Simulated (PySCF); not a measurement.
# Ionisation energy of Pd²⁺ by level of theory

Pd²⁺ [Kr] 4d8 (3F) → Pd³⁺ [Kr] 4d7 (4F), as a difference of total energies. All numbers are calculated (PySCF 2.14, scalar relativity through the core potential, in aug-cc-pVTZ-PP with one added diffuse shell each of s, p, d, f, g type with ECP28MDF (7s7p6d4f3g, 113 functions)). Correlated levels: valence: 4s2 4p6 frozen. The calculations carry no spin-orbit coupling.

| method | ionisation energy (eV) |
| --- | --- |
| UHF | 31.053 |
| LDA | 33.332 |
| PBE0 | 32.864 |
| r2SCAN | 32.858 |
| B3LYP | 33.039 |
| revPBE | 32.956 |
| MP2 (valence) | 32.709 |
| SCS-MP2 (valence) | 32.731 |

Estimate what PBE gives.

33.041 eV, closest to B3LYP among the rows shown.

Estimate what TPSSh gives.

32.617 eV, closest to MP2 (valence) among the rows shown.

The reference lies between the lowest fine-structure levels, while these numbers refer to the centres of the terms.

Errors of the correlated levels include the incompleteness of this basis and the frozen core.

For comparison: 32.93 eV (semi-empirical (NIST evaluation); NIST Atomic Spectra Database, ionization energies).
